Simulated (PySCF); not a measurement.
Hf(Cl)2(OH) (Cl2HHfO), SMILES [OH][Hf+]([Cl])[Cl], charge +1, multiplicity 1. Geometry optimised at PBE0-D3(BJ)/def2-SVP. The multiplicity is an assumed one; other spin states were not compared. The isomer is the one that the SMILES or the coordinates give; other isomers of the formula were not compared. The def2 effective core potentials stand for the cores of Hf; spin–orbit coupling is left out. One conformer was computed; it need not be the lowest.

Computed equilibrium geometry at PBE0-D3(BJ)/def2-SVP (PySCF confirms it by a frequency run) as bond lengths and angles, and its point group (one conformer of several):
point group Cs.
Atoms: Hf1 Cl2 Cl3 O4 H5. Bonded distances (Å): Hf1–Cl2 2.278, Hf1–Cl3 2.278, Hf1–O4 1.848, O4–H5 0.967. Bond angles (°): Cl2–Hf1–Cl3 107.8, Cl2–Hf1–O4 108.1, Cl3–Hf1–O4 108.1, Hf1–O4–H5 167.4.
Charge +1, spin multiplicity 1.
